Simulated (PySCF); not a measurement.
Radial density of Cd(2+) (cadmium, charge +2)

HSE06, [Kr] 4d10, closed-shell 1S. Computed with PySCF 2.14 in x2c-TZVPPall (8s6p6d2f1g, 79 functions), with scalar relativity by spin-free X2C-1e.

```json
{"r (bohr)": "0.0318", "4πr²ρ (e/bohr)": "55.99"}
{"r (bohr)": "0.0536", "4πr²ρ (e/bohr)": "56.83"}
{"r (bohr)": "0.0901", "4πr²ρ (e/bohr)": "78.15"}
{"r (bohr)": "0.152", "4πr²ρ (e/bohr)": "57.51"}
{"r (bohr)": "0.255", "4πr²ρ (e/bohr)": "61.97"}
{"r (bohr)": "0.429", "4πr²ρ (e/bohr)": "35.62"}
{"r (bohr)": "0.721", "4πr²ρ (e/bohr)": "19.20"}
{"r (bohr)": "1.21", "4πr²ρ (e/bohr)": "13.52"}
{"r (bohr)": "2.04", "4πr²ρ (e/bohr)": "2.103"}
{"r (bohr)": "3.43", "4πr²ρ (e/bohr)": "0.07974"}
{"r (bohr)": "5.77", "4πr²ρ (e/bohr)": "5.166e-05"}
```

Densities and radii are taken from the X2C orbitals without a picture-change correction, which distorts them close to the nucleus.
